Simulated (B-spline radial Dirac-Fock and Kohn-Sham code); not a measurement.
# Pt²⁺: eigenvalues, ΔSCF and the reference

System: platinum as Pt²⁺, configuration [Xe] 4f14 5d7 6p1 (not the ground configuration).

The density-functional columns are spherical, spin-unpolarised Dirac-Kohn-Sham results without Breit or QED terms: −ε is minus the orbital energy of the initial state and ΔSCF the difference of two total energies. The reference in the last column comes from multi-electron Dirac-Fock with separately optimised hole states, Breit and Lamb-shift corrections added in first order. All numbers are from a radial B-spline solver, in eV; a selection of levels is shown. The Kohn-Sham columns are given as differences from the reference. For the 1s level of heavy atoms much of the gap between ΔSCF and the reference is the Breit and QED part, -416.8 eV here; for other levels the error of the functional can be larger.

```
     level  LDA −ε − DF  LDA ΔSCF − DF  Dirac-Fock
    K (1s)       -191.8         +405.5     78427.2
   L1 (2s)       -166.9          -56.4     13924.5
L2 (2p1/2)       -115.0          +27.8     13310.3
L3 (2p3/2)       -132.6          -12.3     11601.0
   M1 (3s)        -90.2          -57.7      3341.3
M2 (3p1/2)        -71.4          -36.4      3068.5
M3 (3p3/2)        -70.9          -39.4      2688.5
M5 (3d5/2)        -50.0          -13.5      2159.6
   N1 (4s)        -49.8          -34.7       768.4
N2 (4p1/2)        -41.6          -26.6       652.3
N3 (4p3/2)        -41.4          -27.1       561.4
N5 (4d5/2)        -28.7          -14.9       354.4
N6 (4f5/2)        -11.0           +2.2       109.6
N7 (4f7/2)        -11.2           +1.9       106.3
   O1 (5s)        -14.8           -6.2       142.7
O2 (5p1/2)        -10.3           -2.1       103.5
O3 (5p3/2)        -10.5           -2.7       88.28
 O4,5 (5d)         -4.8           +1.7       34.87
 P2,3 (6p)         -1.9           +1.6       18.35
```

Values without a named source are computed, but for edge energies of neutral atoms, which are taken from tables.
